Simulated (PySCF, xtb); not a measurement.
H8N2OSi2, SMILES N[SiH2][Si@@H](N)O. Other conformers were not sampled.

Harmonic wavenumbers (cm⁻¹) from GFN2-xTB run with xtb at its own minimum, in rising order: 22, 105, 143, 173, 186, 216, 253, 348, 408, 449, 532, 588, 623, 655, 697, 730, 775, 803, 815, 819, 859, 872, 897, 1542, 1542, 2119, 2155, 2203, 3467, 3478, 3508, 3512, 3650.

What does PBE-D3(BJ)/def2-SVP in PySCF give at its own minimum? (The exact figures need the calculation; the answer reports its results.)

31, 81, 134, 154, 207, 216, 303, 342, 407, 436, 473, 511, 638, 681, 732, 773, 796, 818, 837, 875, 901, 906, 919, 1494, 1505, 2111, 2122, 2159, 3454, 3474, 3549, 3571, 3734. Paired by order, the mean absolute difference is 30 cm⁻¹ and the zero-point energies are 56.0 and 56.2 kcal/mol.
